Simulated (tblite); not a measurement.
A tight-binding relaxation on `F[C@H](Br)[C@@H](F)OC1=C[CH]1` [radical].

Computed with GFN2-xTB geometry optimisation, gas phase (tblite 0.8.0). Start geometry: from a force field or distance geometry. The input is one job of a driver script: a line of settings, then coordinates in Å.

Command:
```bash
OMP_NUM_THREADS=1 python probes_run.py task.json out
```

Input:
```
{"job": {"kind": "relax", "xc": "GFN2-xTB", "basis": "xTB"}, "charge": 0, "multiplicity": 2}
F     -1.937700     1.699600     0.776400
C     -2.140300     0.613700    -0.062700
Br    -3.634100    -0.454500     0.528000
C     -0.846900    -0.173300    -0.065500
F     -0.944400    -1.284900    -0.847500
O      0.145600     0.677000    -0.598400
C      1.427200     0.118100    -0.683300
C      2.689100     0.285800    -0.228500
C      2.437100    -0.869300    -1.139800
H     -2.309700     0.931900    -1.078100
H     -0.584700    -0.513000     0.965300
H      3.396300     0.847000     0.372600
H      2.298200    -1.877600    -0.678800
```

Output:
```
step      E/eV     max force
  0    -820.41401    2.226
  1    -820.58814    1.347
  2    -820.67879    1.294
  3    -820.71907    0.669
  4    -820.73996    0.464
  5    -820.76379    0.358
  6    -820.76961    0.266
  7    -820.77624    0.218
  8    -820.78022    0.163
  9    -820.78377    0.146
... (100 lines left out)
110    -821.01653    0.025
111    -821.01663    0.030
112    -821.01675    0.028
113    -821.01690    0.033
114    -821.01708    0.047
115    -821.01733    0.042
116    -821.01770    0.048
117    -821.01799    0.032
118    -821.01811    0.021
119    -821.01814    0.006
```

«max force» is the largest atomic force in eV/Å.

Question: From which step on does the largest force stay under 0.1 eV/Å, and how much energy is left to gain from there?

Answer: From step 59 (0.067 eV/Å), 26.0 meV above the end.

In short: energy lowered by 13.9 kcal/mol over 119 steps; largest atomic force 0.006 eV/Å at the end.

On Arm Neoverse V2, one thread, shared host with 96 logical CPUs at a one-minute load of 16, this took 0.69 s.
Labels such as C1 count atoms from 1, the log's own numbers from 0.
